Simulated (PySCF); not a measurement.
Electron correlation in P²⁺ (phosphorus, charge +2)

[Ne] 3s1 3p2, high-spin 4P determinant (an excited configuration). Computed with PySCF 2.14 in x2c-TZVPPall (5s5p3d1f, 42 functions), with scalar relativity by spin-free X2C-1e. Frozen: [Ne]; 3 electrons correlated.

```csv
level,correlation energy (mhartree)
CCSD,-15.88
(T),-0.08
CCSD(T),-15.96
CCSDT,-16.00
```

Diagnostics: T1 = 0.0021, D1 = 0.0049, largest double amplitude 0.069.

Cost of the coupled-cluster step: roughly 0.26 core-seconds, for 3 correlated electrons.
